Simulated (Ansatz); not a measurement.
Ligand exchange: Mo(CH3)2O2 + C3H4F4O → Mo(CH3)(OH)O2 + C4H6F4

Gas-phase species: Mo(CH3)2O2, singlet; C3H4F4O `OC(F)(CF)C(F)F`, singlet; Mo(CH3)(OH)O2, singlet; C4H6F4 `CC(F)(CF)C(F)F`, singlet. The partners trade CH3 for OH: Mo–CH3 and C–OH bonds give way to Mo–OH and C–CH3.

Shapes, held fixed at every level: PBE0-D4/def2-TZVP. Flexible molecules stand in one conformer, not always the lowest. Programs: Ansatz 0.2.0. The zero-point and thermal change to 298 K, harmonic and unscaled (PBE0-D4/def2-TZVP), is +3.6 kJ/mol.

| level | kind | ΔH(298 K) (kJ/mol) |
| --- | --- | --- |
| SPW92/def2-TZVPP | LDA | -125.3 |
| PBE-D4/def2-TZVPP | GGA | -126.7 |
| r2SCAN-D4/def2-TZVPP | meta-GGA | -131.4 |
| BHLYP-D4/def2-TZVPP | global hybrid | -131.5 |
| PBE0-D4/def2-TZVPP | global hybrid | -126.3 |
| B2PLYP/def2-TZVPP | double hybrid | -133.2 |
| CCSD/def2-SVP | coupled cluster or CI | -127.5 |
| MP2/def2-TZVPP | perturbation theory | -134.2 |

MP2/def2-TZVPP gives ΔH(298 K) = -134.2 kJ/mol; the levels span -134.2 to -125.3. The median of the levels is -129.4. No measured value is set beside it here. For atoms past krypton def2 sets carry core potentials with scalar relativity. Outer-core shells of Mo are correlated, in sets that cover them unevenly.
